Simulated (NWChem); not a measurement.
Species: C$_{3}$H$_{5}$NO; SMILES C1=NCCO1

```xyz
10

C      1.1508     0.0660     0.0000
N      0.5183     1.1605     0.0000
C     -0.8955     0.8038     0.0000
C     -0.9149    -0.7405     0.0000
O      0.4733    -1.0961     0.0000
H      2.2400    -0.0402     0.0000
H     -1.3916     1.2361     0.8842
H     -1.3916     1.2361    -0.8842
H     -1.3870    -1.1779    -0.8929
H     -1.3870    -1.1779     0.8929
```
Atoms are numbered in this order, from 1.

Geometry: optimised at PBE0/def2-SVP. B3LYP is NWChem's, with the RPA form of VWN correlation.

**Question.** Give the principal values of the shielding tensors (ppm) of C1, N2, C3, C4, O5 from B3LYP/6-31G* (spherical d), GIAO (NWChem), with their diamagnetic and paramagnetic parts as GIAO splits them.

**Answer.** 
```json
[
 {"atom": "C1", "σ11": "-38.8", "σ22": "87.3", "σ33": "90.4", "isotropic": "46.3", "diamagnetic": "255.2", "paramagnetic": "-208.9"},
 {"atom": "N2", "σ11": "-140.9", "σ22": "34.8", "σ33": "219.3", "isotropic": "37.8", "diamagnetic": "321.8", "paramagnetic": "-284.0"},
 {"atom": "C3", "σ11": "102.7", "σ22": "135.9", "σ33": "170.8", "isotropic": "136.5", "diamagnetic": "247.4", "paramagnetic": "-111.0"},
 {"atom": "C4", "σ11": "96.5", "σ22": "112.6", "σ33": "171.5", "isotropic": "126.9", "diamagnetic": "247.2", "paramagnetic": "-120.3"},
 {"atom": "O5", "σ11": "55.6", "σ22": "166.6", "σ33": "279.1", "isotropic": "167.1", "diamagnetic": "392.7", "paramagnetic": "-225.6"}
]
```
